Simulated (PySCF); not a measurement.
# A parent and its derivatives

Computed with TDDFT wB97X-D/def2-SVPD, vertical, gas phase, core orbitals frozen in the response in PySCF. Geometries: GFN2-xTB; one conformer of each isolated species. Triplets are in the Tamm–Dancoff approximation.

Parent: `F[Si]([SiH3])([SiH3])N[SiH3]`, with lowest singlet excitation energy 4.89 eV, lowest triplet energy 4.47 eV, HOMO–LUMO gap 9.44 eV, LUMO energy 0.54 eV. Its spectrum: 4.89 eV (f 0.007); 5.44 eV (f 0.066); 6.51 eV (f 0.013); 6.88 eV (f 0.022); 6.94 eV (f 0.009).

Shifts from the parent:

| change | SMILES | Δ S1 (eV) | Δ T1 (eV) | Δ gap (eV) | Δ LUMO (eV) |
| --- | --- | --- | --- | --- | --- |
| terminal Si group replaced by H | F[Si@H]([SiH3])N[SiH3] | +0.87 | +0.87 | +0.91 | +0.42 |
| Si replaced by C | CN[Si](F)([SiH3])[SiH3] | +0.13 | +0.05 | -0.04 | +0.12 |
| Si replaced by C | C[Si@@](F)([SiH3])N[SiH3] | +0.93 | +0.95 | +0.97 | +0.70 |
| terminal Si group replaced by H | N[Si](F)([SiH3])[SiH3] | +0.40 | +0.24 | +0.33 | +0.22 |
| NH inserted into a Si-Si bond | F[Si]([SiH3])(N[SiH3])N[SiH3] | +1.58 | +1.58 | +1.41 | +0.83 |

Q: Predict the same shifts for this change: terminal F group replaced by H (`[SiH3]N[SiH]([SiH3])[SiH3]`).

A: Δ lowest singlet excitation energy +0.37 eV, Δ lowest triplet energy +0.41 eV, Δ HOMO–LUMO gap +0.31 eV, Δ LUMO energy +0.37 eV. Spectrum: 5.26 eV (f 0.002); 5.79 eV (f 0.083); 6.73 eV (f 0.014); 6.80 eV (f 0.009); 7.08 eV (f 0.137). All changes raise S1, and it rises most with NH inserted into a Si-Si bond (+1.58 eV). S1 is simply the lowest singlet of each species and needn't be the same kind of state throughout. Over these 6 changes the shifts of S1 and of the HOMO–LUMO gap correlate with r = 0.98.
